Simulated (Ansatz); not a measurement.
Geometry optimisation, RKS PBE0-D4/def2-SVP in Ansatz.

input.yaml

```yaml
crystal:
  periodic: [false, false, false]
  atoms:
    - { symbol: F, position_ang: [2.038, -0.6368, 0.7803] }
    - { symbol: B, position_ang: [0.5679, -0.7726, 0.5592] }
    - { symbol: F, position_ang: [-0.1273, -1.9377, 1.0696] }
    - { symbol: Si, position_ang: [-0.3646, 0.5732, -0.4267] }
    - { symbol: H, position_ang: [0.463, 1.6388, -0.8638] }
    - { symbol: H, position_ang: [-1.4953, 1.1262, 0.4393] }
    - { symbol: H, position_ang: [-1.0204, -0.0591, -1.6035] }
basis:
  gaussian: { orbitals: def2-SVP }
hamiltonian:
  xc: pbe0
  dispersion: d4
relax:
  f_tol: 0.015
  max_steps: 40
```

Launched with:

```bash
$ ansatz run input.yaml --threads 1 --pin off --max-ram 2048MiB --backend cpu --events-out ev --progress --plain --runs-dir out
```

Q: Where does it end, and by what steps?

A: It converged. After 6 steps the energy has fallen by 1.048 eV; F1 moved furthest, 0.16 Å.

```csv
step,energy less start (eV),largest force component (eV/Å),accepted
0,0.0000,4.876,yes
1,-0.8400,2.641,yes
2,-0.9258,1.682,yes
3,-1.0395,0.318,yes
4,-1.0457,0.118,yes
5,-1.0470,0.076,yes
6,-1.0476,0.009,yes
```

```xyz
7
Properties=species:S:1:pos:R:3
F 1.921 -0.743 0.820
B 0.624 -0.823 0.592
F 0.011 -1.887 1.076
Si -0.414 0.589 -0.441
H 0.471 1.704 -0.888
H -1.499 1.137 0.431
H -1.052 -0.047 -1.635
```

Whether the end is a true minimum wasn't checked by a vibrational analysis.

Run time: 12 s on 1 CPU thread of a shared host.
